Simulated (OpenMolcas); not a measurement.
# Exact exchange and the dipole moment of GeSiH3ClO

The species is GeSiH3ClO (7 atoms), meant as a singlet with charge 0. As SMILES, `Cl[SiH]1[O][GeH2]1`. The coordinates come from a PBE0-D4/def2-TZVP relaxation.

The dipole moment y, in D, basis 6-31G(d); a is the functional's share of exact exchange. Programs: OpenMolcas 26.06.

| functional | program | a | y (D) |
| --- | --- | --- | --- |
| revPBE | OpenMolcas | 0 | 1.97 |
| PBE | OpenMolcas | 0 | 1.97 |
| B3LYP | OpenMolcas | 0.2 | 2.22 |
| PBE0 | OpenMolcas | 0.25 | ? |
| BHLYP | OpenMolcas | 0.5 | 2.53 |

Problem. Fit y = c + s·a to the known rows and predict PBE0.

Solution. 
1. Means of the 4 rows: a = 0.1750, y = 2.172.
2. Σ(Δa)² = 0.1675, Σ(Δa·Δy) = 0.18825, so the slope is 0.18825/0.1675 = 1.1239.
3. Intercept: 2.172 − (1.1239) × 0.1750 = 1.975. The largest residual of the fit is 0.019.
4. PBE0: 1.975 + (1.1239) × 0.25 = 2.26 D.

The run gave 2.28 D, so the prediction is off by -0.02 D, about the largest residual. More exact exchange makes the molecule more polar here.
